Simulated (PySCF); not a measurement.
Geometry:
| atom | x (Å) | y (Å) | z (Å) |
| --- | --- | --- | --- |
| F1 | -1.618 | -0.925 | -2.101 |
| C2 | -2.131 | -0.391 | -0.944 |
| C3 | -1.374 | -0.913 | 0.272 |
| C4 | 0.076 | -0.497 | 0.221 |
| C5 | 1.011 | -1.382 | -0.124 |
| Si6 | 2.862 | -1.149 | -0.330 |
| Si7 | 0.462 | 1.315 | 0.621 |
| P8 | -1.463 | 2.336 | 1.195 |
| H9 | -2.038 | 0.698 | -1.032 |
| H10 | -3.188 | -0.674 | -0.909 |
| H11 | -1.861 | -0.504 | 1.162 |
| H12 | -1.456 | -2.003 | 0.297 |
| H13 | 0.674 | -2.394 | -0.338 |
| H14 | 3.193 | -1.281 | -1.751 |
| H15 | 3.306 | 0.151 | 0.171 |
| H16 | 3.525 | -2.220 | 0.422 |
| H17 | 1.341 | 1.398 | 1.794 |
| H18 | 1.101 | 1.988 | -0.517 |
| H19 | -1.583 | 3.077 | 0.034 |
| H20 | -0.847 | 3.380 | 1.854 |

[PySCF 2.14.0 with density-fitted response routines: structure optimised with GFN2-xTB; shielding tensors at PBE0/pcSseg-1 (GIAO); equivalent nuclei averaged; no relativistic terms; a single conformation; isolated molecule]

References, each an isolated molecule treated in the same way: TMS for ¹³C (σ = 186.93 ppm) and ¹H (σ = 31.72 ppm) and ²⁹Si (σ = 349.16 ppm); ¹⁹F (σ = 170.95 ppm) vs CFCl3; H3PO4 for ³¹P (σ = 318.38 ppm).

| atoms | nucleus | count | Hirshfeld charge | δ (ppm) |
| --- | --- | --- | --- | --- |
| C3 | ¹³C | 1 | -0.08 | ? |
| Si7 | ²⁹Si | 1 | 0.27 | -62.0 |
| C2 | ¹³C | 1 | 0.03 | 84.4 |
| H13 | ¹H | 1 | 0.04 | 7.01 |
| C4 | ¹³C | 1 | -0.08 | ? |
| H9/H10 | ¹H | 2 | 0.04 | 4.47 |
| H11/H12 | ¹H | 2 | 0.04 | ? |
| H19/H20 | ¹H | 2 | -0.01 | 1.19 |
| C5 | ¹³C | 1 | -0.14 | 149.2 |
| F1 | ¹⁹F | 1 | -0.12 | -244.7 |
| P8 | ³¹P | 1 | -0.01 | ? |
| H14/H15/H16 | ¹H | 3 | -0.07 | 4.22 |
| Si6 | ²⁹Si | 1 | 0.31 | -85.2 |
| H17/H18 | ¹H | 2 | -0.07 | 5.01 |

Estimate the values marked ?.

Results:


- C4: 158.5 ppm, fully substituted alkene carbon; as expected for a trigonal carbon in a double bond
- C3: 50.2 ppm, allylic sp3 CH2; a saturated carbon with 2 carbon neighbours and no heteroatom attached
- H11/H12: 2.96 ppm, hydrogen on an allylic sp3 CH2; allylic position
- P8: -308.7 ppm, phosphorus bonded to Si, 2 H

Shifts are as computed. Against solution values, carbons near 30 ppm lie about +3 ppm off and those near 130 ppm about +5 ppm. Of 1309 compounds with measured shifts, 239 miss one by over three times the rms of a fit or turn the order of signals round; such compounds aren't used in these exercises. Unscaled 19F shifts against computed CFCl3 carry errors that often reach 10 to 50 ppm. Experimental scales use liquid or dissolved standards, which lie at an offset from isolated H3PO4.
